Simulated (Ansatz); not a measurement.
Job for Ansatz (an electronic-structure program): U-r2SCAN/def2-TZVPP on O (SMILES [O]).

Ansatz 0.2 input:
```yaml
crystal:
  periodic: [false, false, false]
  atoms:
    - {symbol: O, position_ang: [0.00000000, 0.00000000, 0.00000000]}
basis:
  gaussian:
    orbitals: def2-TZVPP
hamiltonian:
  xc: {name: r2SCAN}
magnetization: {spin_polarized: true, initial_magnetization: 2}
```

Program output:

```
WARN ansatz: RAYON_NUM_THREADS=1 ignored (pool sized by the plan → 1); use --threads N
Functional definition: r2SCAN
integrals: 0.00 GiB planned
151 factors; their error is unknown
mean field: 0.06 GiB planned
mean field evaluation 1: about -2042.2102 eV, gradient 9.5e0 eV
mean field evaluation 2: about -2042.3302 eV, gradient 6.1e0 eV
mean field evaluation 4: about -2042.4487 eV, gradient 4.1e-2 eV
mean field evaluation 8: about -2042.4490 eV, gradient 2.2e-3 eV
mean field -2042.44895902 eV, -75.0586148225 hartree, gradient 1.7e-5 eV, S^2 2.004911; 0 other end points of the search recorded, 0 dependent functions left out
reference -2042.44896234 eV, -75.0586149444 hartree; 5, 3 occupied and 26, 28 virtual orbitals, 151 factors
Total energy: -2042.44896234 eV, -75.0586149444 hartree
```

The calculation finished and met its thresholds.

Cost: about 0.4 core-seconds (a rough figure).
